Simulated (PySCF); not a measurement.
## Ni(II): linear complexes compared

All values are computed with PySCF: state-averaged CASSCF of the d shell with SC-NEVPT2, spin-free X2C, triple-zeta basis on the metal and double-zeta on the ligands, mean-field spin-orbit coupling; DFT geometries.

```
complex  point group  M–L / Å  L–M–L / °  solvent
Ni(OH)2          C2h     1.73        180     none
Ni(SH)2          C2h     2.12        180     none
  NiBr2          D∞h     2.20        180     none
  NiCl2          D∞h     2.06        180     none
   NiI2          D∞h     2.41        180     none
```

**Question.** What are the ground states and moments?

**Answer.** 
```
complex  shell  ground state (NEVPT2)  total orbital splitting (CASSCF fit) / cm⁻¹  μeff(300 K) / μB
Ni(OH)2     d8                    3Bg                                         8533              4.05
Ni(SH)2     d8                    3Bg                                         4333              4.31
  NiBr2     d8                   3Σg-                                         3706              4.87
  NiCl2     d8                   3Σg-                                         4706              4.76
   NiI2     d8                   3Σg-                                         2590              5.02
```
